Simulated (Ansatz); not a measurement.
`F[Si]([SiH3])([SiH3])Cl` → `F[Si]([SiH3])Cl`• + `[SiH3]`•  (homolysis of the Si–Si bond)

Program: Ansatz. Geometries: PBE0-D4/def2-TZVP. ΔE: electronic, gas phase. CCSD(T)/CBS adds triple-zeta CCSD(T) − MP2 to the extrapolated MP2 energy (def2 sets, frozen cores). This one scheme is used for every species. DFT in def2-TZVPP. HSE06 is defined as in plane-wave codes. No spin–orbit coupling; open shells (•) take unrestricted orbitals.

Problem. What is ΔE at CCSD(T)/CBS? (Estimate.)

Solution. Ansatz gave: +3.37 eV.

Problem. What do these levels give: LDA (SPW92), HSE06-D4, ωB97X-V, HF/def2-SVP, CCSD/def2-SVP, HF/def2-TZVPP? (Estimate.)

Solution. Computed: LDA (SPW92) 3.54, HSE06-D4 3.21, ωB97X-V 3.39, HF/def2-SVP 2.42, CCSD/def2-SVP 3.07, HF/def2-TZVPP 2.38 eV.

Problem. What do rigid-rotor, harmonic-oscillator terms from PBE0-D4/def2-TZVP frequencies (298.15 K, 1 bar) make of the CCSD(T)/CBS value? (Estimate.)

Solution. The calculation gave: ΔZPE = -0.12 eV, ΔH = +3.28 eV, ΔS = 159 J/(mol·K), ΔG = +2.79 eV. Open shells count their whole term as degenerate.

Largest T1 diagnostic among the species: 0.015.

From BLYP to BHLYP (50 % exact exchange), in def2-TZVPP and without D4, ΔE moves by +0.21 eV. Leaving LDA and LC-ωPBE aside and taking each functional with its dispersion term where it has one, the values, not all of them listed here, spread over 0.34 eV, from BLYP-D4 to ωB97X-V. LDA lies +0.48 eV from PBE without D4, its usual overbinding. At CCSD(T), def2-SVP lies −0.26 eV from the extrapolated value and def2-TZVPP −0.12 eV: correlation converges slowly with the basis, and small sets miss more of it in the bonded molecule than in its fragments.
